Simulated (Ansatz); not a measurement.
Start from `C[CH2][SnH2][F]` and change one atom or group to get `C[CH2][SnH3]`.

Ansatz, PBE0-D4/def2-TZVP geometries, multiplicity 1. Each molecule was computed in one conformer, which needn't be the lowest.

Elements past krypton have def2 core potentials.

| property | `C[CH2][SnH2][F]` |
| --- | --- |
| zero-point energy (PBE0-D4/def2-TZVP) / kJ/mol | 211.4 |
| size of the dipole moment (PBE/def2-TZVPP) / D | 2.94 |
| LUMO energy (ωB97M-V/def2-TZVPP) / eV | 1.05 |
| HOMO energy (PBE0/def2-TZVPP) / eV | -8.14 |
| HOMO energy (B3LYP/def2-TZVPP) / eV | -7.95 |
| HOMO–LUMO gap (ωB97M-V/def2-TZVPP) / eV | 11.36 |

Task: Give the same properties after the change, and the shifts. (Estimate.)

Result: Ansatz gave: 
```json
{"property": "zero-point energy (PBE0-D4/def2-TZVP) / kJ/mol", "`C[CH2][SnH3]`": "222.9", "shift": "11.5"}
{"property": "size of the dipole moment (PBE/def2-TZVPP) / D", "`C[CH2][SnH3]`": "1.02", "shift": "-1.92"}
{"property": "LUMO energy (ωB97M-V/def2-TZVPP) / eV", "`C[CH2][SnH3]`": "1.63", "shift": "0.58"}
{"property": "HOMO energy (PBE0/def2-TZVPP) / eV", "`C[CH2][SnH3]`": "-7.82", "shift": "0.32"}
{"property": "HOMO energy (B3LYP/def2-TZVPP) / eV", "`C[CH2][SnH3]`": "-7.62", "shift": "0.33"}
{"property": "HOMO–LUMO gap (ωB97M-V/def2-TZVPP) / eV", "`C[CH2][SnH3]`": "11.60", "shift": "0.24"}
```

With PBE0 the HOMO rises by 0.32 eV and the LUMO rises by 0.75 eV, so the gap widens by about 0.43 eV. PBE moves the HOMO by 0.23 eV and ωB97M-V by 0.34 eV. Dipoles are sizes alone; their direction can turn.

B3LYP here is the variant with VWN-RPA as its local correlation; programs differ in this.
